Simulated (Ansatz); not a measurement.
Si₁₁H₁₈, a cluster cut from hexagonal silicon was relaxed with PBE-D4 (def2-SVP) in Ansatz in these states: charge +1 doublet, neutral singlet. The geometries follow in no particular order.

A:

| atom | x (Å) | y (Å) | z (Å) |
| --- | --- | --- | --- |
| Si1 | 0.224 | -0.770 | -2.755 |
| Si2 | 1.191 | 1.076 | -1.660 |
| Si3 | -2.592 | 1.386 | -0.758 |
| Si4 | -0.444 | 2.301 | -0.462 |
| Si5 | 2.851 | 0.249 | -0.209 |
| Si6 | 0.080 | 2.422 | 1.829 |
| Si7 | -0.890 | -2.102 | -1.166 |
| Si8 | -2.681 | -0.899 | -0.199 |
| Si9 | 0.613 | -2.822 | 0.496 |
| Si10 | 1.823 | -1.050 | 1.464 |
| Si11 | 0.402 | 0.297 | 2.790 |
| H12 | -0.755 | -0.305 | -3.805 |
| H13 | 1.304 | -1.576 | -3.434 |
| H14 | 1.823 | 1.995 | -2.679 |
| H15 | -2.984 | 1.534 | -2.208 |
| H16 | -3.582 | 2.155 | 0.081 |
| H17 | -0.461 | 3.709 | -1.010 |
| H18 | 3.827 | -0.597 | -0.989 |
| H19 | 3.610 | 1.388 | 0.426 |
| H20 | 1.354 | 3.214 | 1.991 |
| H21 | -1.025 | 3.148 | 2.556 |
| H22 | -1.452 | -3.329 | -1.847 |
| H23 | -3.985 | -1.471 | -0.698 |
| H24 | -2.657 | -1.052 | 1.301 |
| H25 | 1.587 | -3.799 | -0.118 |
| H26 | -0.156 | -3.542 | 1.578 |
| H27 | 2.886 | -1.646 | 2.358 |
| H28 | -0.932 | -0.381 | 2.972 |
| H29 | 1.021 | 0.470 | 4.155 |

B:

| atom | x (Å) | y (Å) | z (Å) |
| --- | --- | --- | --- |
| Si1 | -0.9064 | -2.5226 | 0.9977 |
| Si2 | -1.4960 | -0.3209 | 1.7676 |
| Si3 | 2.4248 | -0.2302 | 1.8076 |
| Si4 | 0.3856 | 0.9788 | 2.1738 |
| Si5 | -2.8053 | 0.5547 | -0.0510 |
| Si6 | 0.4915 | 2.9002 | 0.7415 |
| Si7 | 0.5087 | -2.3319 | -0.8656 |
| Si8 | 2.5230 | -1.2299 | -0.3159 |
| Si9 | -0.5797 | -1.2658 | -2.6641 |
| Si10 | -1.4291 | 0.8089 | -1.9359 |
| Si11 | 0.3147 | 2.3492 | -1.5352 |
| H12 | -0.2245 | -3.0889 | 2.2184 |
| H13 | -2.1718 | -3.2753 | 0.6998 |
| H14 | -2.3412 | -0.4188 | 3.0102 |
| H15 | 2.3773 | -1.2790 | 2.8879 |
| H16 | 3.5344 | 0.7512 | 2.0604 |
| H17 | 0.3537 | 1.4466 | 3.6052 |
| H18 | -3.9639 | -0.3711 | -0.2900 |
| H19 | -3.2801 | 1.8631 | 0.5307 |
| H20 | -0.7016 | 3.7038 | 1.1891 |
| H21 | 1.7735 | 3.6020 | 1.0912 |
| H22 | 0.7804 | -3.7566 | -1.2912 |
| H23 | 3.6160 | -2.2651 | -0.2500 |
| H24 | 2.8525 | -0.1978 | -1.3565 |
| H25 | -1.7092 | -2.1292 | -3.1527 |
| H26 | 0.4219 | -1.0206 | -3.7581 |
| H27 | -2.3505 | 1.3181 | -3.0204 |
| H28 | 1.6202 | 1.7992 | -2.0348 |
| H29 | -0.0189 | 3.6278 | -2.2595 |

Problem. Judge from the bond lengths which geometry belongs to which state (an estimate).

Solution. A is the neutral singlet (Si1–Si2 2.355 Å, Si2–Si5 2.355 Å, Si4–Si6 2.353 Å); B is the charge +1 doublet (Si1–Si2 2.406 Å, Si2–Si5 2.406 Å, Si4–Si6 2.399 Å).
